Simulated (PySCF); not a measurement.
Unknowns

[PySCF 2.14.0 with density-fitted response routines: σ from GIAO-PBE0/pcSseg-1; GFN2-xTB geometry; in vacuum; no relativistic terms; single conformer; equivalent nuclei averaged]

δ = σ(ref) − σ, references computed at the same level: 1H (31.72 ppm) and 13C (186.93 ppm) against TMS. Splittings of carbon signals by F and P are missing where no couplings were computed. Where no couplings were computed, multiplicities follow the n + 1 count of equivalent neighbours, and m marks all less simple cases (inequivalent or close neighbours, rings, F or P nearby). Shifts are as computed. Against solution values, carbons near 30 ppm lie about +3 ppm off and those near 130 ppm about +5 ppm; carbons on Cl a further +6 ppm (rms about the fit 2.1 ppm; single classes can miss by 10 ppm). Of 1328 compounds with measured shifts, 309 miss one by over three times the rms of a fit or turn the order of signals round; such compounds aren't used in these exercises. Signals without a measured value on file couldn't be tested in this way; 1H shifts scatter by 0.2 ppm about their fit, and single ones miss by 0.5 ppm. Carbons bonded to Cl come out too deshielded.

Question: C$_{8}$H$_{7}$F. 1H NMR (500 MHz, computed): δ 7.32 (m, 2H), 7.26 (m, 2H), 6.16 (m, 1H), 4.45 (m, 1H), 4.42 (m, 1H). 13C{1H} NMR (computed): δ 193.7 (C), 153.7 (CH), 149.1 (CH), 116.9 (CH), 54.0 (CH), 49.5 (CH). Give a structure.

Answer: `[C@H]12C(F)=C[C@H](C=C1)C=C2`. The formula gives 5 degrees of unsaturation (2 rings in the answer). 6 carbon signals for 8 carbons: some carbons are equivalent by symmetry or fast rotation. Carbon types of the structure: 1 × C, 7 × CH, which accounts for all hydrogens. δC 193.7: fully substituted alkene carbon. δC 153.7, 149.1, 116.9: alkene CH; the olefinic region. δC 54.0, 49.5: allylic sp3 CH; saturated and bonded to C and H only. δH 7.32, 7.26, 6.16: hydrogen on an alkene CH; olefinic region.

The data come from this structure; uniqueness wasn't tested. Such data don't tell enantiomers apart.

Question: C$_{5}$H$_{4}$ClF$_{3}$O. 1H NMR (400 MHz, computed): δ 6.80 (m, 1H), 6.71 (m, 1H), 4.71 (m, 1H), 4.66 (m, 1H). 13C{1H} NMR (computed): δ 157.3 (CH), 152.7 (C), 130.0 (C), 129.7 (CH), 99.1 (CH2). What is it?

Answer: SMILES Cl/C=C(\OC=C)C(F)(F)F. The formula gives 2 degrees of unsaturation (no ring in the answer). 5 carbon signals for 5 carbons: no two carbons are equivalent. Carbon types of the structure: 2 × C, 2 × CH, 1 × CH2, which accounts for all hydrogens. δC 157.3, 152.7: alkene carbon bearing oxygen; an sp2 carbon further deshielded by the attached heteroatom. δC 130.0: CF3 carbon; 3 electronegative neighbours deshield it. δC 129.7, 99.1: β carbon of an enol-ether or enamine type C=C. δH 6.80: hydrogen on an alkene carbon bearing oxygen; attached to an sp2 carbon and in the plane of the double bond.

The shifts were computed for this structure.
